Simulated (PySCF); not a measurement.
Polarisability and C₆ of Co⁺ (cobalt, charge +1)

[Ar] 3d8, high-spin 3F determinant. All numbers are calculated (PySCF 2.14, the spin-free X2C one-electron Hamiltonian (Gaussian nucleus), in aug-cc-pVTZ-DK (8s7p5d3f2g, 93 functions)). Coupled (time-dependent) response in atomic units; α is the mean over directions.

| method | mean α (bohr³) | C₆ (like pair) | S(−4) |
| --- | --- | --- | --- |
| UHF | 6.451 | 21.44 | 36.57 |
| PBE | 9.869 | 33.21 | 129.5 |
| PBE0 | 8.561 | 28.86 | 83.32 |

S(−4) is the Cauchy moment in α(ω) = α(0) + S(−4) ω² + …

α(iu) at UHF:

```json
{"u (hartree)": "0", "α(iu) (bohr³)": "6.451"}
{"u (hartree)": "0.0500", "α(iu) (bohr³)": "6.362"}
{"u (hartree)": "0.100", "α(iu) (bohr³)": "6.120"}
{"u (hartree)": "0.200", "α(iu) (bohr³)": "5.405"}
{"u (hartree)": "0.300", "α(iu) (bohr³)": "4.689"}
{"u (hartree)": "0.500", "α(iu) (bohr³)": "3.648"}
{"u (hartree)": "0.750", "α(iu) (bohr³)": "2.860"}
{"u (hartree)": "1.00", "α(iu) (bohr³)": "2.336"}
{"u (hartree)": "1.50", "α(iu) (bohr³)": "1.651"}
{"u (hartree)": "2.00", "α(iu) (bohr³)": "1.229"}
{"u (hartree)": "3.00", "α(iu) (bohr³)": "0.7603"}
{"u (hartree)": "5.00", "α(iu) (bohr³)": "0.3777"}
```

For an ion, C₆ is the dispersion term alone; charge-induced terms of lower order in 1/R come first.
